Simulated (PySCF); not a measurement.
Vibration and rotation of CaBr

UHF-CCSD(T) constants of CaBr, ²Σ⁺ (doublet), unpaired electrons σ ↑ (basis Ca 6-31G(d,p), Br 6-31G(d,p); no relativity; PySCF 2.14; masses 39.9626 and 78.9183 u):

```
ωe            : 272.6 cm⁻¹
ωexe          : 0.758 cm⁻¹
Be            : 0.089343 cm⁻¹
αe            : 0.000366 cm⁻¹
De to Ca + Br : 3.27 eV
```

**Question.** What force constant and bond length do these constants imply?

**Answer.** Reduced mass μred = 26.529 u; k = 5.8918×10⁻⁷·μred·ωe² (u, cm⁻¹, mdyn/Å) = 1.16 mdyn/Å; Re = √(16.8576/(μred·Be)) (u, cm⁻¹, Å) = 2.667 Å.

**Question.** Estimate the centrifugal constant D from the Kratzer relation and find the Dunham coefficient a1.

**Answer.** D = 4Be³/ωe² = 3.84e-08 cm⁻¹; a1 = −1 − αeωe/(6Be²) = -3.08.

Correlated steps freeze 14 core orbitals. Correlated levels converge slowly with the basis: in double zeta they bind strong bonds too weakly, by up to about 1 eV, and carry superposition errors of some tenths. Spin–orbit coupling is left out. The state is the lowest determinant that a PBE0 search found; another state may lie lower at other levels.
